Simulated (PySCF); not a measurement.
# Fine-structure interval along the 5-electron series

Calculated with PySCF 2.14 and a two-component X2C-1e Hamiltonian (Gaussian nucleus, no Breit or QED terms), each ion in its own even-tempered basis scaled to its charge; GMP2 freezes nothing and drops the highest virtual spinors. Values in cm⁻¹.

```json
{"ion": "In⁴⁴⁺", "configuration": "[He] 2s2 2p1", "GHF (screened spin-orbit)": "1927900", "GMP2 (screened spin-orbit)": "1919800", "GHF (bare spin-orbit)": "2013400"}
{"ion": "Sn⁴⁵⁺", "configuration": "[He] 2s2 2p1", "GHF (screened spin-orbit)": "2104500", "GMP2 (screened spin-orbit)": "2095900", "GHF (bare spin-orbit)": "2196100"}
{"ion": "Sb⁴⁶⁺", "configuration": "[He] 2s2 2p1", "GHF (screened spin-orbit)": "2293400", "GMP2 (screened spin-orbit)": "2284500", "GHF (bare spin-orbit)": "2391500"}
```

Between Z = 49 and Z = 51 the GHF (bare spin-orbit) value grows as Z to the power 4.30.
